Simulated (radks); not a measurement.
Spin polarisation of the 5p3 shell in Sb. Start: [Kr] 4d10 5s2 5p(up 1.5, down 1.5); electrons of 5p are moved from spin down to spin up, other shells keep equal spins. All-electron calculation, scalar-relativistic Kohn-Sham, PBE, spin-polarised, spherical densities, finite nucleus; Fermi nuclear charge, rms radius of each element as measured or else 0.836 A^(1/3) + 0.57 fm. Program: a radial shooting solver on a logarithmic mesh with Libxc functionals.

| moment (Bohr magnetons) | E - E(0) (eV) | e(5p up) (eV) | e(5p down) (eV) | 5s down minus up (eV) | 4d down minus up (eV) |
|---|---|---|---|---|---|
| 0 | 0.000 | -4.828 | -4.828 | 0.000 | 0.000 |
| 0.75 | -0.089 | -5.045 | -4.571 | 0.453 | 0.066 |
| 1.5 | -0.357 | -5.224 | -4.270 | 0.910 | 0.133 |
| 2.25 | -0.805 | -5.365 | -3.927 | 1.372 | 0.201 |
| 3 | -1.436 | -5.467 | -3.528 | 1.834 | 0.272 |

At moment 3 the spin-polarisation energy is -1.436 eV and the 5p exchange splitting 1.939 eV, that is 0.646 eV per Bohr magneton; E = -I m^2/4 would give I = 0.638 eV.
